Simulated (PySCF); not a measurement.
Computed vibrations of [Dy(H2O)3]2+

[Dy(H2O)3]2+ (singlet in the valence; each metal's 4f electrons, 10 of them, lie in its core potential, out of spins and levels). PySCF 2.14.0, RKS PBE0, Dy lcecp-0-SVP with ECP56, O def2-SVP, H def2-SVP; non-relativistic Hamiltonian with scalar-relativistic core potentials where named; density fitting; no spin-orbit coupling. Central differences of gradients.

```xyz
10

Dy    0.0000    0.0000    0.0000
O     2.4480    0.0000    0.0000
H     3.0494   -0.6052    0.4676
H     3.0494    0.6051   -0.4676
O    -1.2240    2.1200    0.0000
H    -1.0006    2.9435    0.4676
H    -2.0487    2.3383   -0.4676
O    -1.2240   -2.1200    0.0000
H    -2.0488   -2.3383    0.4676
H    -1.0007   -2.9434   -0.4676
```

Run from Python with OMP_NUM_THREADS=2. Where DIIS fails, smearing, a level shift and second-order steps follow.
It took 41 s on 2 threads of Arm Neoverse V1, on a shared host.

(1) What are the harmonic wavenumbers and infrared intensities?

(2) Is this a minimum?

An lcecp potential fixes the number of 4f electrons, so in runs with it no electron can move into or out of that shell; real Dy(II) is rare or takes another configuration.

Results:

(1) Modes are labelled in D3; negative numbers are unstable modes, those under 60 cm⁻¹ near the noise; a finer grid moves soft modes by up to 10 cm⁻¹.
| cm⁻¹ | km/mol | symmetry |
| --- | --- | --- |
| -20 | – | a2 |
| -18 | – | e |
| -18 | – | e |
| 27 | 2.6 | e |
| 27 | 2.6 | e |
| 111 | 0.0 | a1 |
| 293 | 0.0 | a1 |
| 303 | 8.5 | e |
| 303 | 8.5 | e |
| 500 | 1.9 | a2 |
| 515 | 5.5 | e |
| 515 | 5.5 | e |
| 532 | 266.1 | e |
| 532 | 266.1 | e |
| 537 | 720.2 | a2 |
| 1679 | 160.2 | e |
| 1679 | 160.2 | e |
| 1681 | 0.0 | a1 |
| 3768 | 325.9 | e |
| 3768 | 325.9 | e |
| 3773 | 0.0 | a1 |
| 3827 | 298.2 | a2 |
| 3828 | 246.2 | e |
| 3828 | 246.2 | e |

(2) Yes, within the noise of the softest modes.
